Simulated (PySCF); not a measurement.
A side-by-side comparison of computed properties.

First species: C5H12NPSi.
Z-matrix (Å and degrees, GFN2-xTB geometry), rows numbered from 1:
```
Si
C   1  1.8713
P   2  1.6779  1  137.37
N   3  1.6792  2  108.55  1    -4.33
C   4  1.4483  3  128.61  2   -32.64
C   5  1.5436  4  106.14  3  -128.14
C   6  1.5342  5  104.98  4    -1.25
C   4  1.4495  3  118.58  2   177.01
H   1  1.4728  2  112.11  3    88.24
H   1  1.4660  2  107.11  3  -153.17
H   1  1.4661  2  111.80  3   -34.01
H   2  1.0860  1  113.62  3   177.49
H   5  1.0901  4  109.70  3    -6.43
H   5  1.0950  4  109.87  3   112.36
H   6  1.0884  5  111.37  4   119.56
H   6  1.0894  5  110.26  4  -120.42
H   7  1.0907  6  110.51  5    95.72
H   7  1.0879  6  112.55  5  -142.45
H   8  1.0969  4  109.15  3  -124.75
H   8  1.0905  4  110.70  3    -4.91
```

Second species: C₆H₁₄N₂.
SMILES with atom numbers: `[CH2:1]=[CH:2][N:3]([CH3:4])[N:5]([CH3:6])[CH2:7][CH3:8]` (hydrogens: H9, H10 on C1; H11 on C2; H12, H13, H14 on C4; H15, H16, H17 on C6; H18, H19 on C7; H20, H21, H22 on C8)

Levels: PBE0/pcSseg-1 for HOMO energy, LUMO energy and HOMO–LUMO gap. Geometries: GFN2-xTB. Each species is one conformer at its optimised geometry, gas phase, non-relativistic unless stated; the electronic structure was computed with PySCF and density fitting.

The conformers computed, where there is a choice (atom-mapped SMILES and torsion angles):
- `[CH2:1]=[CH:2][N:3]([CH3:4])[N:5]([CH3:6])[CH2:7][CH3:8]`: C1–C2–N3–C4 -11°, C2–N3–N5–C6 95°, N3–N5–C7–C8 58°

The conformers of `[SiH3]/C=P\N1CCCC1` aren't listed.

```
     property  column X  column Y
  HOMO energy  -5.65 eV  -6.12 eV
  LUMO energy   1.19 eV  -1.18 eV
HOMO–LUMO gap   6.84 eV   4.94 eV
```

(1) Which column belongs to which species?

(2) How does each property change from the first species to the second?

## Answers

(1) Column X is the second species and column Y the first. The first has 20 atoms and 78 electrons, the second 22 and 64.

(2) HOMO energy +0.47 eV; LUMO energy +2.37 eV; HOMO–LUMO gap +1.90 eV.

